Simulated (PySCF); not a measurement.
Partial charges of `CC[C@@H]1[C@H](CC)[P@@H+]1P`

Species: C6H15P2 (charge +1).
Structure used (PBE0-D3(BJ)/def2-SVP), in Å, numbered top down from 1:
```xyz
23
C6H15P2 angstrom
C      2.838   -0.174    0.322
C      1.702    0.841    0.379
C      0.550    0.326    1.214
C     -0.470   -0.662    0.692
C     -0.462   -1.198   -0.721
C     -1.828   -1.678   -1.182
P     -1.138    1.017    1.022
P     -1.499    2.294   -0.701
H      3.212   -0.415    1.328
H      3.679    0.232   -0.257
H      2.525   -1.112   -0.158
H      2.057    1.780    0.830
H      1.364    1.091   -0.638
H      0.794    0.196    2.278
H     -0.842   -1.375    1.440
H      0.259   -2.033   -0.732
H     -0.061   -0.445   -1.417
H     -2.553   -0.849   -1.223
H     -1.767   -2.113   -2.189
H     -2.236   -2.447   -0.509
H     -1.861    1.150    2.226
H     -2.916    2.194   -0.563
H     -1.382    3.492    0.064
```

Density: PBE0/pcSseg-1 (PySCF); schemes: Mulliken, IAO, Hirshfeld and ESP-fitted. Isolated species at its PBE0-D3(BJ)/def2-SVP geometry (one conformer only).

Problem. Give the atomic charges in each scheme.

Solution. In e:

```tsv
atom	environment	Mulliken	IAO	Hirshfeld	ESP-fitted
C1	methyl carbon	-0.277	-0.409	-0.099	-0.385
C2	chain CH2 carbon	-0.207	-0.252	-0.055	+0.140
C3	sp3 carbon bound to phosphorus	-0.323	-0.225	-0.018	-0.186
C4	sp3 carbon bound to phosphorus	-0.317	-0.223	-0.016	-0.095
C5	chain CH2 carbon	-0.228	-0.251	-0.054	+0.073
C6	methyl carbon	-0.261	-0.409	-0.105	-0.559
P7	phosphorus bonded to 2 C, P and H	+0.183	+0.584	+0.318	+0.009
P8	three-coordinate phosphorus	+0.069	+0.136	+0.206	+0.052
H9	methyl hydrogen	+0.139	+0.152	+0.054	+0.124
H10	methyl hydrogen	+0.158	+0.169	+0.065	+0.141
H11	methyl hydrogen	+0.136	+0.143	+0.048	+0.102
H12	methylene hydrogen	+0.165	+0.162	+0.057	+0.059
H13	methylene hydrogen	+0.142	+0.141	+0.041	+0.020
H14	methine hydrogen	+0.203	+0.185	+0.078	+0.184
H15	methine hydrogen	+0.204	+0.185	+0.078	+0.173
H16	methylene hydrogen	+0.186	+0.170	+0.066	+0.112
H17	methylene hydrogen	+0.146	+0.145	+0.044	+0.059
H18	methyl hydrogen	+0.116	+0.130	+0.035	+0.159
H19	methyl hydrogen	+0.159	+0.170	+0.065	+0.186
H20	methyl hydrogen	+0.140	+0.152	+0.054	+0.167
H21	P–H hydrogen	+0.191	+0.062	+0.070	+0.195
H22	P–H hydrogen	+0.136	+0.041	+0.035	+0.137
H23	P–H hydrogen	+0.140	+0.042	+0.035	+0.134
```

Mean size of the charges over all atoms: IAO 0.197 e, Mulliken 0.184 e, ESP-fitted 0.150 e, Hirshfeld 0.074 e. Each set sums to the total charge, 1, to within 0.001 e. The Hirshfeld scheme divides the density at each point in proportion to the densities of the neutral, spherically averaged free atoms.

Lowest charge. The schemes don't all agree: Mulliken C3 (-0.323); IAO C1 and C6 (-0.409); Hirshfeld C6 (-0.105); ESP-fitted C6 (-0.559).

Highest charge. The schemes don't all agree: Mulliken H15 (+0.204); IAO P7 (+0.584); Hirshfeld P7 (+0.318); ESP-fitted H21 (+0.195).

Problem. How closely do the schemes follow one another over all atoms?

Solution. Correlation coefficient and root-mean-square difference: IAO with Hirshfeld 0.89, 0.155 e; Mulliken with IAO 0.88, 0.107 e; Mulliken with ESP-fitted 0.72, 0.141 e; Mulliken with Hirshfeld 0.67, 0.146 e; IAO with ESP-fitted 0.65, 0.176 e; Hirshfeld with ESP-fitted 0.47, 0.163 e.

Problem. Sum the charges by element.

Solution. 
| element | atoms | Mulliken | IAO | Hirshfeld | ESP-fitted |
| --- | --- | --- | --- | --- | --- |
| C | 6 | -1.612 | -1.770 | -0.348 | -1.012 |
| P | 2 | +0.252 | +0.720 | +0.524 | +0.061 |
| H | 15 | +2.361 | +2.050 | +0.823 | +1.952 |
